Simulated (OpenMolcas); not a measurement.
## Te2+: the spin-orbit constant, Slater's ratio, worked from levels

```
Program             : OpenMolcas
Basis               : ANO-R1 [6s5p3d1f]
Scalar Hamiltonian  : X2C, finite nucleus
Active space        : 2 electrons in 3 orbitals (5p)
State averaging     : 2S+1 = 3 even, 3 roots; 2S+1 = 1 even, 6 roots
Spin-orbit coupling : state interaction with AMFI integrals over the reference wave functions, term energies averaged over their components
```

Methods: CASSCF; SS-CASPT2, IPEA 0.25 Eh, imaginary shift 0.1 Eh (closed shells correlated: 4d 5s). Measured levels: the list in Zhang, Palmeri, Quinet and Biemont, Astron. Astrophys. 551, A136 (2013).

**The spin-orbit constant.** For the Hund term ³P of p2, E(J) = (A/2) J(J+1) + constant and ζ = 2S·A = 2A. From J = 0 to J = 2 the energy changes by 3 A.

```
   Source  E(2) - E(0)       A     ζ
   CASSCF       7999.2  2666.4  5333
SS-CASPT2       8022.0  2674.0  5348
 measured       8167.0  2722.3  5445
```

All in cm-1. SS-CASPT2 is off by -1.8 % and CASSCF by -2.1 %. Both methods take the spin-orbit matrix elements from the reference wave functions, so the second can move ζ only through the term energies and any multistate remixing. Second-order mixing with other terms is absorbed into this ζ.

**Slater's ratio.** With one set of orbitals, p2 has ¹D - ³P = 6 F2 and ¹S - ¹D = 9 F2 (F2 = F²/25), a ratio of 3/2. Term energies are centres of gravity, weighted by 2J + 1.

| Source | ¹D - ³P | ¹S - ³P | F2 from the first | Ratio |
| --- | --- | --- | --- | --- |
| CASSCF | 13060 | 29240 | 2177 | 1.239 |
| SS-CASPT2 | 12329 | 26349 | 2055 | 1.137 |
| measured | 11237 | 24275 | 1873 | 1.160 |

Energies in cm-1. A ratio away from 3/2 shows effects beyond one configuration with one set of orbitals, and in heavier atoms second-order spin-orbit shifts.

Term energies are means over components that CASPT2 splits; among the terms shown or strongly mixed into the levels shown the widest spread is 98 cm-1 (5s² 5p² ¹D, SS-CASPT2). With the s shell closed, the reference lacks s² → p² mixing. Computed and measured levels are paired by configuration, term and J; levels that our copy of the source lacks, or whose pairing is in doubt (as where it misses far off the trend of its configuration), stay unpaired and out of the deviations. Levels of configurations outside the active space are missing.
